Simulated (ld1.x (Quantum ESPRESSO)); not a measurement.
**How hard is this magnesium TM potential?**

```json
{"Element": "magnesium (Mg)", "Generator": "ld1.x (Quantum ESPRESSO) 7.5", "Type": "norm-conserving Troullier–Martins (Kleinman–Bylander form)", "Functional": "PBE", "Relativity": "scalar-relativistic", "Frozen core": "[Ne]", "Valence charge": "2", "Reference configuration": "3s2 3p0", "Partial waves": "3s (bound): rc 2.80 bohr; 3p (bound, empty): rc 2.10 bohr", "Local potential": "all-electron potential smoothed inside 1.95 bohr (lloc = -1)", "Core correction": "none"}
```

The pseudo-atom Hamiltonian at the reference potential is diagonalised in spherical Bessel functions j_l(qr) that vanish at 20 bohr, with q² up to the cutoff. All-electron valence levels (Ry): 3s -0.3458, 3p -0.0978.

Task: How do the lowest levels (Ry) of each channel move with the cutoff, and are there ghosts?

Result:

```csv
cutoff (Ry),s #1,s #2,p #1,p #2,d #1,f #1,f #2,Σ f·Δε (mRy)
8,-0.3452,0.0014,-0.0963,0.0452,0.0532,0.1080,0.2297,1.2
10,-0.3452,0.0014,-0.0963,0.0452,0.0532,0.1080,0.2297,1.2
12,-0.3454,0.0014,-0.0965,0.0452,0.0532,0.1080,0.2297,0.9
15,-0.3456,0.0014,-0.0970,0.0451,0.0532,0.1080,0.2297,0.4
18,-0.3458,0.0013,-0.0973,0.0450,0.0532,0.1080,0.2297,0.1
400,-0.3458,0.0013,-0.0977,0.0449,0.0532,0.1080,0.2297,0.0
```

Result: no extra level below or beside the all-electron valence levels (s, p, d, f tested); 10 mRy is reached at 6 Ry and 1 mRy at 12 Ry.
